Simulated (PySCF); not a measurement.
Spinor energies of Cd⁺ (cadmium, charge +1)

Start: [Kr] 4d10 5p1; 5p3/2 filled at m_j = +3/2. Calculated with PySCF 2.14 in x2c-TZVPall-2c with one added diffuse shell each of s, p, d type (9s10p8d1f, 86 functions): generalised Hartree-Fock with the X2C-1e Hamiltonian and a Gaussian nucleus; one run each with spin-orbit coupling (SO) switched off, then screened by Boettger's factors. This is a chosen level, not necessarily the ground level.

```json
{"spinor shell": "1s1/2", "electrons": "2", "ε, spin-free (eV)": "-26856.5", "ε, screened SO (eV)": "-26854.4", "weight of nominal j (screened SO)": "1.000", "rms radius, screened SO (bohr)": "0.0348"}
{"spinor shell": "2s1/2", "electrons": "2", "ε, spin-free (eV)": "-4084.2", "ε, screened SO (eV)": "-4083.7", "weight of nominal j (screened SO)": "1.000", "rms radius, screened SO (bohr)": "0.142"}
{"spinor shell": "2p1/2", "electrons": "2", "ε, spin-free (eV)": "-3658.7", "ε, screened SO (eV)": "-3792.1", "weight of nominal j (screened SO)": "1.000", "rms radius, screened SO (bohr)": "0.124"}
{"spinor shell": "2p3/2", "electrons": "4", "ε, spin-free (eV)": "-3658.7", "ε, screened SO (eV)": "-3597.5", "weight of nominal j (screened SO)": "1.000", "rms radius, screened SO (bohr)": "0.128"}
{"spinor shell": "3s1/2", "electrons": "2", "ε, spin-free (eV)": "-807.61", "ε, screened SO (eV)": "-807.53", "weight of nominal j (screened SO)": "1.000", "rms radius, screened SO (bohr)": "0.381"}
{"spinor shell": "3p1/2", "electrons": "2", "ε, spin-free (eV)": "-664.60", "ε, screened SO (eV)": "-689.28", "weight of nominal j (screened SO)": "1.000", "rms radius, screened SO (bohr)": "0.375"}
{"spinor shell": "3p3/2", "electrons": "4", "ε, spin-free (eV)": "-664.60", "ε, screened SO (eV)": "-653.32", "weight of nominal j (screened SO)": "1.000", "rms radius, screened SO (bohr)": "0.386"}
{"spinor shell": "3d3/2", "electrons": "4", "ε, spin-free (eV)": "-441.33", "ε, screened SO (eV)": "-445.64", "weight of nominal j (screened SO)": "1.000", "rms radius, screened SO (bohr)": "0.362"}
{"spinor shell": "3d5/2", "electrons": "6", "ε, spin-free (eV)": "-441.33", "ε, screened SO (eV)": "-438.44", "weight of nominal j (screened SO)": "1.000", "rms radius, screened SO (bohr)": "0.365"}
{"spinor shell": "4s1/2", "electrons": "2", "ε, spin-free (eV)": "-139.27", "ε, screened SO (eV)": "-139.31", "weight of nominal j (screened SO)": "1.000", "rms radius, screened SO (bohr)": "0.944"}
{"spinor shell": "4p1/2", "electrons": "2", "ε, spin-free (eV)": "-95.192", "ε, screened SO (eV)": "-99.467", "weight of nominal j (screened SO)": "1.000", "rms radius, screened SO (bohr)": "1.01"}
{"spinor shell": "4d3/2", "electrons": "4", "ε, spin-free (eV)": "-29.940", "ε, screened SO (eV)": "-30.490", "weight of nominal j (screened SO)": "0.996", "rms radius, screened SO (bohr)": "1.35"}
{"spinor shell": "4d5/2", "electrons": "6", "ε, spin-free (eV)": "-29.940", "ε, screened SO (eV)": "-29.677", "weight of nominal j (screened SO)": "0.997", "rms radius, screened SO (bohr)": "1.37"}
{"spinor shell": "5p3/2", "electrons": "1", "ε, spin-free (eV)": "-10.441", "ε, screened SO (eV)": "-10.358", "weight of nominal j (screened SO)": "1.000", "rms radius, screened SO (bohr)": "3.91"}
```

Task: Where does 4p3/2 lie, and what is the 4p spin-orbit splitting (screened SO)?

Result: At -93.325 eV, 6.142 eV above 4p1/2.

| quantity | spin-free | screened SO |
| --- | --- | --- |
| E (hartree) | -5590.31549 | -5591.43716 |
| M_J | 3/2 | 3/2 |
| ⟨J²⟩ | 3.754 | 3.754 |
| ⟨L²⟩ | 2.002 | 2.018 |
| ⟨S²⟩ | 0.751 | 0.767 |

Breit and QED terms are absent; they matter most for the inner s and p1/2 levels.

Densities and radii are taken from the X2C orbitals without a picture-change correction, which distorts them close to the nucleus.

Without spin-orbit coupling the j labels of p, d and f shells carry no meaning; the spin-free column gives the mean over the occupied spinors of each nl shell.
